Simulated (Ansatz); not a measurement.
Ansatz results at the PBE0-D4/def2-TZVP geometry: LUMO energy (PBE0/def2-TZVPP) 0.21 eV; HOMO–LUMO gap (PBE0/def2-TZVPP) 8.89 eV; LUMO energy (PBE/def2-TZVPP) -0.66 eV.

Each molecule was computed in one conformer, which needn't be the lowest.

**Question.** Which molecule gave them?
A. `CO[SiH2]O[SiH](O)F`
B. `[Cl][GeH2][GeH2][Cl]`
C. `CO[SiH2][Si](O)(O)F`
D. `C[Si@H](O)O[Si@@H](O)F`

**Answer.** A. The others give `C[Si@H](O)O[Si@@H](O)F`: 0.33, 9.19, -0.55; `CO[SiH2][Si](O)(O)F`: -0.34, 7.87, -1.22; `[Cl][GeH2][GeH2][Cl]`: -0.96, 7.16, -1.79.
